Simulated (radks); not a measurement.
Values are calculated unless marked as measured or tabulated.
Task: All-electron atom: Ge XXI in [Ne] 3s2. Level of theory: scalar-relativistic Kohn-Sham, r2SCAN, spin-polarised, spherical densities, finite nucleus; meta-GGA in the generalised Kohn-Sham scheme; Fermi nuclear charge, rms radius 4.0742 fm (a radial shooting solver on a logarithmic mesh with Libxc functionals). Some entries of the table are withheld. Estimate them.

orbital  occ.  eigenvalue (Ry)  <1/r> (bohr^-1)  <r> (bohr)
1s          2        -869.7222            32.39         (1)
2s          2        -160.7354            7.231      0.2065
2p          6        -148.2806            7.063         (2)
3s          2        -60.12848              (3)      0.5193

Result: 
(1) 1s <r> (bohr): 0.04699
(2) 2p <r> (bohr): 0.1803
(3) 3s <1/r> (bohr^-1): 2.808
